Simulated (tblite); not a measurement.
Question: What does the GFN2-xTB structure of `F[Si@]1(O[SiH2])OC[SiH2]O1` [radical] look like in three dimensions? (Doublet state.)

Answer: 
```
atom  x, y, z in Å
F1     0.6274   -1.4053    1.7597
Si2    0.4451   -0.3298    0.5850
O3     1.8756    0.1506    0.0925
Si4    3.4539    0.1590    0.5228
O5    -0.5080    0.8724    1.0705
C6    -1.8076    0.9346    0.4938
Si7   -1.9021   -0.4663   -0.8248
O8    -0.3916   -1.0394   -0.6119
H9     3.5875    1.0623    1.6567
H10    3.8823   -1.2144    0.7416
H11   -2.5302    0.8158    1.3059
H12   -1.9348    1.9408    0.0865
H13   -1.9710    0.0387   -2.1875
H14   -2.8273   -1.5194   -0.4327
```

Orientation and origin are arbitrary. Atoms count from 1 in this order. Si2 (silicon bonded to F and 3 O) is distorted tetrahedral (angles from 104.1° to 113.7°). Si7 (silicon bonded to C, O and 2 H) has angles from 96.9° to 118.3°. The 5-membered ring Si2–O5–C6–Si7–O8 has internal angles of 96.9° to 116.8° (sum 540°, against 540° for a flat polygon); it is almost planar, 0.03 Å rms from its mean plane, widest ring torsion 6°. O3 (oxygen bonded to 2 Si) is bent (angle 142.1°).

Bonds between heavy atoms (Å): F1–Si2 1.603, Si2–O3 1.587, O3–Si4 1.636, Si2–O5 1.609, O5–C6 1.423, C6–Si7 1.926, Si7–O8 1.630, Si2–O8 1.624.

Structure optimised with GFN2-xTB, isolated species. This method treats the open shell by occupation alone, without spin polarisation.

Point group: C1 (no symmetry element, even within 0.4 Å). Its GFN2-xTB frequencies are all real (lowest 18 cm⁻¹). Torsions: F1–Si2–O3–Si4 -16°, Si2–O3–Si4–H -70° and 57°. 3 starts were optimised and ended at 0.00, 0.04 and 0.50 kcal/mol (GFN2-xTB); the lowest of these is shown.

One conformer stands for the species.

The numbers are calculated, not measured.
